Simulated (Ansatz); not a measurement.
`C=C(C)B(F)Cl` + `[CH3][Sc]([CH3])[F]` → `C=C(C)B(C)F` + `[CH3][Sc]([F])[Cl]`  (redistribution)

Computed with Ansatz on PBE0-D4/def2-TZVP structures; ΔE is electronic, products minus reactants. CCSD(T)/CBS is the MP2 limit (def2-TZVPP, def2-QZVPP) plus CCSD(T) − MP2 in def2-TZVPP, frozen cores. Functionals use def2-TZVPP. B3LYP here is the variant with VWN-RPA as its local correlation; programs differ in this. For Sc outer-core shells are correlated without core-valence functions, which leaves a few kJ/mol of doubt a bond. Scalar relativity is left out up to krypton. One conformer a species, not always the lowest.

```tsv
level	ΔE (kcal/mol)
B2PLYP	-38.0
PBE	-36.0
PBE0	-37.1
B3LYP	-37.9
CAM-B3LYP	-38.4
CCSD(T)/def2-SVP	-37.0
MP2/def2-QZVPP	-36.7
SCS-MP2/def2-QZVPP	-37.1
```

What does CCSD(T)/CBS give? (An estimate is asked.)

The calculation gave: -36.7 kcal/mol. The listed levels differ from it by -1.3, 0.7, -0.4, -1.2, -1.7, -0.3, 0.0, -0.4 kcal/mol.

Largest T1 diagnostic among the species: 0.014.

In def2-TZVPP, CCSD(T) changes the Hartree–Fock value by +4.0 kcal/mol (the triples alone add +0.5 kcal/mol) and MP2 by +4.2 kcal/mol. Leaving LDA and LC-ωPBE aside and taking each functional with its dispersion term where it has one, the values, not all of them listed here, spread over 3.8 kcal/mol, from BHLYP-D4 to revPBE-D4.
